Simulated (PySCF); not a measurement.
## Dipole moment and polarisability of `FC(F)OC12CC(C1)C2`

Compound: C₆H₈F₂O.
Cartesian coordinates in Å at the PBE0-D3(BJ)/def2-SVP level; atoms count from 1:
```
atom  x, y, z in Å
F1     3.363    0.283    1.024
C2     2.297    0.304    0.227
F3     2.609   -0.375   -0.899
O4     1.282   -0.302    0.887
C5     0.028   -0.177    0.307
C6    -1.248   -0.698    0.965
C7    -1.673   -0.058   -0.379
C8    -0.732    1.123   -0.044
C9    -0.463   -0.769   -1.029
H10    2.065    1.346   -0.061
H11   -1.344   -1.791    1.045
H12   -1.571   -0.185    1.884
H13   -2.689    0.012   -0.783
H14   -1.023    1.765    0.801
H15   -0.364    1.710   -0.900
H16   -0.058   -0.321   -1.948
H17   -0.505   -1.866   -1.089
```

Level: CAM-B3LYP/def2-SVPD (PySCF), static field, nuclei fixed, core orbitals frozen in the response. The polarisability tensor in these axes (au):

```
x   78.07  1.62 -0.39
y    1.62 68.64  0.49
z   -0.39  0.49 68.54
```

Problem. Give the principal values, the mean and the anisotropy Δα = √{½[(α1 − α2)² + (α2 − α3)² + (α1 − α3)²]}.

Solution. Principal values 67.90, 69.00 and 78.35 au; mean 71.75 au = 10.63 Å³ = 11.83 × 10⁻⁴⁰ C²·m²/J; Δα = 9.95 au (14 % of the mean).

Problem. What is the dipole moment, and where does it point?

Solution. (-2.79, 1.29, -0.76) D, 3.17 D in size, pointing from the negative to the positive side. Measured along this direction, the outermost atoms are F1 at the negative end and H13 at the positive end.

Problem. What would n − 1 = 2πNα be for an ideal gas of these molecules at 400 K and 1 atm, electronic part alone?

Solution. N = p/kT = 1.8347 × 10¹⁹ cm⁻³, so n − 1 = 2π × N × 10.63 × 10⁻²⁴ cm³ = 1226 × 10⁻⁶ at long wavelengths, for an ideal gas.

Problem. Directions of the eigenvectors, and the extent of the frame along each?

Solution. Largest value along (0.99, 0.16, -0.03), where the nuclei span 5.96 Å; middle along (-0.08, 0.65, 0.76), 3.83 Å; least along (-0.14, 0.74, -0.65), 3.73 Å. 

Problem. In a dilute gas of rigid molecules at 298 K, how does the orientational term μ²/3kT compare with the electronic polarisability?

Solution. In Gaussian units μ²/3kT = 81.39 Å³ against 10.63 Å³, a ratio of 7.66; the Debye molar polarisation (4π/3)N_A(α + μ²/3kT) is 232.1 cm³/mol, leaving out the vibrational part.

Problem. What are the principal values of the traceless quadrupole moment, Θ = ½Σq(3rr − r²1), about the centre of nuclear charge?

Solution. -4.95, -0.91, 5.85 D·Å. The values depend on the origin, since the dipole doesn't vanish. The electronic extent ⟨r²⟩ about the same centre is 1201 bohr², a root-mean-square distance of 2.19 Å for the 70 electrons.

Isolated species at its PBE0-D3(BJ)/def2-SVP geometry (one conformer only).

These values come from a run that also computed excited states. Time: 2.1 min wall; peak memory 1.2 GiB. Hardware: one thread, AMD EPYC (x86_64), no GPU, on a shared host.
